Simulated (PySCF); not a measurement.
Atoms are numbered as in `[CH3:1][CH2:2][O:3][P:4]1(=[O:5])[O:6][CH2:7][CH2:8][CH2:9][O:10]1`; H(Xn) means a hydrogen on atom n.

PySCF 2.14.0 with density-fitted response routines calculation with GIAO PBE0/pcSseg-1 shieldings and GFN2-xTB structure; relativity neglected, in vacuum, rapidly exchanging positions averaged, one computed conformer.

Chemical shifts δ = σref − σ; $^{13}$C (σref 186.93), $^{1}$H (σref 31.72) against TMS; H2O for $^{17}$O (σref 336.08); $^{31}$P (σref 318.38) vs H3PO4, all at this level.

| atoms | nucleus | count | δ (ppm) |
| --- | --- | --- | --- |
| C2 | $^{13}$C | 1 | 65.1 |
| C1 | $^{13}$C | 1 | 19.6 |
| Hb(C8) | $^{1}$H | 1 | ? |
| Ha(C7)/Ha(C9) | $^{1}$H | 2 | ? |
| O3 | $^{17}$O | 1 | ? |
| C8 | $^{13}$C | 1 | 31.0 |
| Ha(C8) | $^{1}$H | 1 | 2.27 |
| H(C1) | $^{1}$H | 3 | 1.37 |
| C7/C9 | $^{13}$C | 2 | 69.6 |
| O5 | $^{17}$O | 1 | 138.6 |
| O6/O10 | $^{17}$O | 2 | 107.3 |
| Hb(C7)/Hb(C9) | $^{1}$H | 2 | 4.39 |
| H(C2) | $^{1}$H | 2 | ? |
| P4 | $^{31}$P | 1 | -13.1 |

Task: Complete the table.

Result: 
- Ha(C7)/Ha(C9): 4.51 ppm, hydrogen on an sp3 CH2 bonded to O; its carbon carries O, hence the downfield position
- H(C2): 4.38 ppm, hydrogen on an sp3 CH2 bonded to O; its carbon carries O, an electronegative neighbour
- Hb(C8): 1.16 ppm, hydrogen on an sp3 CH2 in a ring
- O3: 99.9 ppm, oxygen bonded to C, P

Shifts are as computed. Against solution values, carbons near 30 ppm lie about +3 ppm off and those near 130 ppm about +5 ppm. Of 1211 compounds with measured shifts, 218 miss one by over three times the rms of a fit or turn the order of signals round; such compounds aren't used in these exercises. Experimental scales use liquid or dissolved standards, which lie at an offset from isolated H2O (liquid H2O: subtract about 36 ppm) and H3PO4.
